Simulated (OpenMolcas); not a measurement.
Cr2+ in a point-charge field

Cr2+ among 5 point charges of -1 e arranged as a square pyramid (C4v), 1.72 Å from the ion, with the axial distance 1.531 Å. The active orbitals were held to one l.
```
   1.7200    0.0000    0.0000  -1.00
   0.0000    1.7200    0.0000  -1.00
  -1.7200    0.0000    0.0000  -1.00
   0.0000   -1.7200    0.0000  -1.00
   0.0000    0.0000    1.5308  -1.00
```

```json
{
  "Program": "OpenMolcas",
  "Method": "CASSCF",
  "Basis": "ANO-RCC-VTZP [6s5p3d2f1g]",
  "Scalar Hamiltonian": "DKH2, point nucleus",
  "Active space": "4 electrons in 5 orbitals (3d)",
  "State averaging": "2S+1 = 5 even, 5 roots; 2S+1 = 3 even, 45 roots; 2S+1 = 1 even, 50 roots",
  "Spin-orbit coupling": "RASSI with atomic mean-field integrals over the reference wave functions"
}
```

The lowest spin-free states, above the lowest:

| State | Degeneracy | E (cm-1) | Free-ion L (%) |
| --- | --- | --- | --- |
| 2S+1 = 5 | 1 | 0.0 | D (100) |
| 2S+1 = 5 | 1 | 4061 | D (100) |
| 2S+1 = 5 | 1 | 5881 | D (100) |
| 2S+1 = 5 | 2 | 8797 | D (100) |
| 2S+1 = 3 | 2 | 16736 | H (53) |
| 2S+1 = 3 | 1 | 18718 | H (71) |
| 2S+1 = 3 | 1 | 20563 | H (85) |
| 2S+1 = 3 | 1 | 21711 | P (50) |
| 2S+1 = 3 | 2 | 21858 | H (50) |
| 2S+1 = 3 | 1 | 21956 | H (82) |
| 2S+1 = 3 | 2 | 23462 | H (45) |
| 2S+1 = 3 | 1 | 23547 | H (53) |
| 2S+1 = 3 | 1 | 24561 | F (91) |
| 2S+1 = 3 | 1 | 26212 | H (60) |
| 2S+1 = 3 | 1 | 26279 | G (82) |
| 2S+1 = 1 | 2 | 26360 | I (51) |
| 2S+1 = 1 | 1 | 26377 | I (79) |
| 2S+1 = 3 | 1 | 26965 | H (41) |
| 2S+1 = 3 | 2 | 28079 | H (66) |
| 2S+1 = 1 | 1 | 28382 | I (85) |

The lowest levels with spin-orbit coupling:

| E (cm-1) | Degeneracy | 2S+1 | g |
| --- | --- | --- | --- |
| 0.0 | 2 | 5 | 0.00 0.00 7.67 |
| 9.7 | 2 | 5 | 0.00 0.00 3.83 |
| 12.9 | 1 | 5 |  |
| 4057 | 1 | 5 |  |
| 4061 | 2 | 5 | 0.00 0.00 4.00 |
| 4071 | 2 | 5 | 0.00 0.00 8.01 |
| 5888 | 1 | 5 |  |
| 5891 | 2 | 5 | 0.00 0.00 4.17 |
| 5901 | 2 | 5 | 0.00 0.00 8.35 |
| 8697 | 2 | 5 | 0.00 0.00 6.00 |
| 8756 | 1 | 5 |  |
| 8765 | 1 | 5 |  |
| 8820 | 2 | 5 | 0.00 0.00 2.00 |
| 8874 | 1 | 5 |  |
| 8879 | 1 | 5 |  |
| 8930 | 2 | 5 | 0.00 0.00 10.00 |
| 16659 | 1 | 3 |  |
| 16677 | 1 | 3 |  |
| 16743 | 2 | 3 | 0.00 0.00 2.42 |
| 16810 | 1 | 3 |  |

Powder χT (cm3 K/mol): 2.12 at 2 K, 2.72 at 10 K, 2.89 at 50 K, 2.9 at 100 K, 2.92 at 200 K, 2.94 at 300 K. The effective moment at 300 K is 2.828 √(χT) = 4.85 μB.

The lowest level has 2S+1 = 5, for which the spin-only value is χT = S(S+1) / 2 = 3.000 cm3 K/mol (g = 2). The computed 2.940 at 300 K differs by -0.060, through orbital momentum, spin-orbit coupling and any other state in reach.

Without dynamic correlation the repulsion within the d shell is too large (B by tens of per cent), so at a given field states of lower spin stand too high. This is an electrostatic model: the charges have no orbitals. An unlabelled pair can be two single states that coincide in this model. No measured value stands beside these numbers.

The RASSCF and RASSI steps took 59 s on 1 thread of Arm Neoverse V1, with other jobs on the host; the integral step is not counted.

A state without a sure symmetry label is named by its multiplicity alone. With an even number of electrons the g values are those of a degenerate or nearly degenerate non-Kramers pair.
